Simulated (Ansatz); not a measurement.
C2H7BGeO. The species carries charge 0 and has multiplicity 1. Correlated methods include outer-core shells of Ge, which these sets cover unevenly. Scalar relativity is left out up to krypton. The bonds changed during the relaxation, so this is another structure than the one it started from.

Cartesian coordinates in Å:
```
B 1.172 -0.113 0.386
C -0.388 -0.191 0.079
C -1.405 -1.103 0.649
O -0.776 0.662 -0.779
Ge 1.048 1.422 -1.022
H 1.416 0.228 1.517
H 1.775 -1.099 0.041
H -1.404 -0.990 1.737
H -1.097 -2.134 0.452
H -2.400 -0.917 0.245
H 0.812 2.928 -0.751
H 1.247 1.307 -2.553
```

(1) Give the diagnostics of a CCSD(T)/def2-TZVPP run (frozen core, Ansatz 0.2.0). (Estimate.)

## Answers

(1) Ansatz gave: T1 = 0.0153, largest single amplitude 0.049, largest double 0.039, (T) share of the correlation energy 4.1 %, 10 CCSD cycles. The RHF solution is stable towards an unrestricted one. T1 lies under the customary mark of 0.02 for closed shells.
